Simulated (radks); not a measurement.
Spin polarisation of the 2s1 shell in Be+. Start: [He] 2s(up 0.5, down 0.5); electrons of 2s are moved from spin down to spin up, other shells keep equal spins. Method: scalar-relativistic Kohn-Sham, PBE, spin-polarised, spherical densities, point nucleus; computed with a radial shooting solver on a logarithmic mesh with Libxc functionals.

moment (Bohr magnetons)  E - E(0) (eV)  e(2s up) (eV)  e(2s down) (eV)  1s down minus up (eV)
0                                0.000        -13.700          -13.700                 0.000
0.25                            -0.033        -13.944          -13.417                  0.118
0.5                             -0.132        -14.154          -13.086                  0.240
0.75                            -0.300        -14.328          -12.716                  0.369

At moment 0.75 the spin-polarisation energy is -0.300 eV and the 2s exchange splitting 1.612 eV, that is 2.149 eV per Bohr magneton; E = -I m^2/4 would give I = 2.133 eV.
